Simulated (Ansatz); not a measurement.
Hg4Se4⁺. Charge 1, multiplicity 2. Geometry r2SCAN-D4/def2-SVP, that of the neutral singlet; atoms count from 1.

```xyz
8

Hg    0.327    1.499   -2.072
Hg    0.001   -0.477    1.291
Hg   -1.390   -1.267   -1.609
Hg    0.649   -1.549    4.236
Se   -1.919   -1.981    0.717
Se    1.940    1.111    1.191
Se    0.932    2.853   -0.063
Se   -0.541   -0.189   -3.691
```

In the def2 sets Hg takes a core potential; there is no spin–orbit coupling. The structure comes from a short search, and lower isomers may exist.

**Question.** Estimate the Mulliken populations from the PBE0/def2-SVP orbitals of Ansatz.

**Answer.** 
```json
{"atom": "Hg1", "charge (e)": "0.48", "spin (α − β)": "0.00", "d electrons": "9.95"}
{"atom": "Hg2", "charge (e)": "0.33", "spin (α − β)": "-0.01", "d electrons": "9.95"}
{"atom": "Hg3", "charge (e)": "0.46", "spin (α − β)": "0.00", "d electrons": "9.95"}
{"atom": "Hg4", "charge (e)": "0.22", "spin (α − β)": "0.06", "d electrons": "9.99"}
{"atom": "Se5", "charge (e)": "-0.26", "spin (α − β)": "0.06", "d electrons": "–"}
{"atom": "Se6", "charge (e)": "0.01", "spin (α − β)": "0.42", "d electrons": "–"}
{"atom": "Se7", "charge (e)": "0.01", "spin (α − β)": "0.41", "d electrons": "–"}
{"atom": "Se8", "charge (e)": "-0.25", "spin (α − β)": "0.05", "d electrons": "–"}
```
Mulliken values and Mayer orders depend strongly on the basis.

**Question.** Where does the spin sit?

**Answer.** Summed by element: Hg 0.05, Se 0.95, of 1 unpaired in all. Largest on single atoms: Se6 0.42, Se7 0.41, Hg4 0.06.

**Question.** And the Mayer bond orders between bonded heavy atoms (over 0.3)?

**Answer.** Hg1–Se7 0.63 (2.50 Å); Hg1–Se8 0.94 (2.50 Å); Hg2–Hg4 0.37 (3.20 Å); Hg2–Se5 0.94 (2.51 Å); Hg2–Se6 0.63 (2.51 Å); Hg3–Se5 0.80 (2.49 Å); Hg3–Se8 0.80 (2.49 Å); Se6–Se7 1.33 (2.37 Å).
